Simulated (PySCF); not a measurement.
17O chemical shifts

Equivalent nuclei averaged, single conformer, no relativistic terms, in vacuum. Structure optimised with GFN2-xTB; NMR shieldings at PBE0/pcSseg-1/GIAO; PySCF 2.14.0 with density-fitted response routines.

Shieldings were converted by a linear fit to measured shifts: 17O: δ = 266.70 − 0.911σ (rms 10.7 ppm, 155 shifts, 12.2 ppm with the 3 outliers that the fit left out vs liquid water, solution or neat liquid). Occasional misses reach two or three times the rms, and more in compound classes unlike the fitted ones.

Q: Give the 17O shifts of `O=COc1cc1=O`.

A: 
```tsv
compound	environment	δ (ppm)
[O:1]=[CH:2][O:3][c:4]1[cH:5][c:6]1=[O:7]	O1: ester carbonyl oxygen	395.1
[O:1]=[CH:2][O:3][c:4]1[cH:5][c:6]1=[O:7]	O7: carbonyl oxygen	232.3
[O:1]=[CH:2][O:3][c:4]1[cH:5][c:6]1=[O:7]	O3: ester alkoxy oxygen	200.2
```

Q: Order these by 17O shift, lowest first.
A. C[P@@H](=O)c1ccccc1
B. CS(=O)(=O)c1ccc(Cl)cc1
C. Cc1cccc(S(=O)(=O)Cl)c1
D. CC[C@@H]1C[C@H](C(F)F)[C@@H]2O[C@H]12

A: D (-25.2 ppm, ether oxygen), A (30.0 ppm, P=O oxygen), B (143.1 ppm, S=O oxygen), C (221.3 ppm, S=O oxygen).
